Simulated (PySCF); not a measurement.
A GIAO shielding run with PySCF 2.14 (density fitting, non-relativistic, gas phase) on SMILES CCC(C)(C)[SiH2]F, C$_{5}$H$_{13}$FSi:

```
$ OMP_NUM_THREADS=1 python probes_run.py task.json out

{"job": {"kind": "nmr", "xc": "PBE0", "basis": "pcSseg-1"}, "charge": 0, "multiplicity": 1}
C     -1.657204    -1.383366    -0.078567
C     -1.159422     0.007907    -0.450711
C      0.249375     0.362623     0.056706
C      0.584067     1.764586    -0.472670
C      0.264918     0.418283     1.586563
Si     1.574556    -0.869531    -0.567501
F      1.316462    -1.124033    -2.140802
H     -1.688781    -1.518538     0.999610
H     -1.017634    -2.150805    -0.508928
H     -2.664297    -1.528011    -0.464929
H     -1.863707     0.749836    -0.059862
H     -1.165626     0.095850    -1.540096
H      0.600014     1.775075    -1.560644
H      1.555740     2.096557    -0.112717
H     -0.163216     2.484322    -0.138703
H      1.232055     0.766152     1.944118
H     -0.498705     1.106026     1.948922
H      0.081148    -0.559415     2.024167
H      2.910336    -0.292203    -0.506712
H      1.504770    -2.190636     0.039720
```

Hardware: 1 thread of an Arm Neoverse V1, shared host. The job also computes population analyses, field gradients.

Question: How large is the calculation?

Answer: 66 electrons, 191 basis functions and 1011 auxiliary functions.

Question: How long does it take, and how much memory does it need?

Answer: 44 s of wall time, with 12 SCF cycles and 4 response iterations; peak memory 0.86 GiB. Times on a shared host scatter by some tens of per cent.
